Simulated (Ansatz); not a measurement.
`[F][GaH][GeH3]` at its PBE0-D4/def2-TZVP geometry, where that method's forces vanish. Total charge 0; spin multiplicity 1.

```xyz
7

F    -0.6400    2.1429   -1.2794
Ga   -1.0849    0.5724   -0.6091
Ge    0.7651   -0.5450    0.5140
H    -2.5813    0.2033   -0.8799
H     1.7626   -1.0679   -0.5333
H     1.5029    0.4344    1.4391
H     0.2756   -1.7401    1.3486
```

What forces (eV/Å) does PBE-D4/def2-TZVPP give on these atoms in Ansatz 0.2.0? (An estimate is asked.)

Computed: 
```
F1   0.129  0.460 -0.197
Ga2 -0.086 -0.406  0.181
Ge3 -0.071  0.042 -0.031
H4  -0.113 -0.019 -0.024
H5   0.103 -0.051 -0.098
H6   0.080  0.092  0.090
H7  -0.043 -0.116  0.080
```
